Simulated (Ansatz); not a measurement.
```yaml
crystal:
  periodic: [false, false, false]
  atoms:
    - {symbol: C, position_ang: [-0.574457, 0.858233, -0.307465]}
    - {symbol: Ge, position_ang: [0.364391, -0.806398, 0.045304]}
    - {symbol: I, position_ang: [1.886442, -0.453534, 2.028959]}
    - {symbol: H, position_ang: [0.142565, 1.648602, -0.528365]}
    - {symbol: H, position_ang: [-1.162402, 1.144206, 0.564396]}
    - {symbol: H, position_ang: [-1.240941, 0.729379, -1.162853]}
    - {symbol: H, position_ang: [-0.589652, -1.647768, 0.727900]}
    - {symbol: H, position_ang: [-0.589652, -1.947768, 0.427900]}
basis:
  gaussian: {orbitals: STO-3G}
hamiltonian: {xc: {name: wB97}}
scf: {lower_state_search: off}
```

```sh
$ ansatz run in.yaml --threads 4 --pin off --events-out ev --progress --plain --max-ram 10444MiB
```

Shortened log:

```
Functional definition: wB97
606 factors; integrals over basis functions are off by at most 2.6e-5 eV
200 factors; integrals over basis functions are off by at most 3.0e-6 eV
mean field evaluation 1: about -243451.2736 eV, gradient 1.4e1 eV
mean field evaluation 2: about -243452.5843 eV, gradient 2.6e0 eV
mean field evaluation 4: about -243452.6331 eV, gradient 3.1e-1 eV
mean field evaluation 8: about -243452.5993 eV, gradient 1.2e-2 eV
mean field evaluation 16: about -243452.5993 eV, gradient 3.4e-6 eV
mean field -243452.59930084 eV, -8946.7180062073 hartree, gradient 3.5e-6 eV, S^2 0.000000; 0 other end points of the search recorded, 0 dependent functions left out
reference -243452.59929494 eV, -8946.7180059902 hartree; 48, 48 occupied and 7, 7 virtual orbitals, 606 factors
Total energy: -243452.59929494 eV, -8946.7180059902 hartree
Checks for a lower state left out: stability, starts, cluster_reference, orbital_swaps, neighbouring_geometries, increment
```

(1) Something in this input is off. What?

Results:

(1) One atom was put on top of another. The run converged. The result belongs to that input, not to the molecule as meant.
